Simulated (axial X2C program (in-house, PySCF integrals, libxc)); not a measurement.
Spin–orbit effects down a group: molecules with I, PBE0

Computed with an in-house all-electron X2C program for linear molecules (integrals from PySCF), spin-free (one-electron X2C) or two-component (2c: spin–orbit coupling with atomic mean-field Coulomb and Gaunt terms, which also bring small scalar terms), in Dyall basis sets with cores contracted in-house; open shells are unrestricted.

Basis sets: C dyall-v3z, Ge dyall-cv3z, I dyall-cv3z, Si dyall-v3z, Sn dyall-cv3z.

| molecule | spin-free state | Re (Å) | ωe (cm⁻¹) | De (eV) | 2c state | Re 2c (Å) | ωe 2c (cm⁻¹) | De 2c (eV) |
| --- | --- | --- | --- | --- | --- | --- | --- | --- |
| CI | M_S = 1/2, Λ = 1 | 2.020 | 652.5 | 3.04 | Ω = 1/2 | 2.022 | 650.0 | 2.86 |
| SiI | M_S = 1/2, Λ = 1 | 2.449 | 361.8 | 3.26 | Ω = 1/2 | 2.449 | 361.2 | 3.06 |
| GeI | M_S = 1/2, Λ = 1 | 2.526 | 242.1 | 3.13 | Ω = 1/2 | 2.527 | 241.2 | n/a |
| SnI | M_S = 1/2, Λ = 1 | 2.718 | 195.9 | 3.05 | Ω = 1/2 | 2.722 | 194.0 | n/a |

Each entry is the lowest single determinant of a limited PBE0 search at one distance. De goes to single-determinant-based atoms at the same level (for ions the charge split of lowest energy) and is withheld (n/a) where an atom does not fit its ground term or J level. Main or longest-lived isotopes. Some light 2c atoms are not at their ground J level, so De misses part of their lowering (0.04 eV or less). The functionals have no current term, which raises determinants with orbital currents.
